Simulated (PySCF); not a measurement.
A structure optimised at TPSSh-D3(BJ)/def2-SVP, used in a PySCF frequency run:

```xyz
9

C      1.3280     1.5461     0.0000
C      0.1429     0.9571     0.0000
O     -1.0755     1.5548     0.0000
C     -0.0087    -0.5547     0.0000
F     -0.6839    -0.9716    -1.0830
F     -0.6839    -0.9716     1.0830
F      1.1896    -1.1592     0.0000
H      2.3784     1.2751     0.0000
H     -0.9432     2.5167     0.0000
```
Charge 0, spin multiplicity 2.

### Question
Write its SMILES, formula and point group.

### Answer
[CH]=C(O)C(F)(F)F, C3H2F3O, Cs

### Question
What are its rotational constants (standard atomic weights)?

### Answer
3.7236, 2.5830, 2.0861 GHz
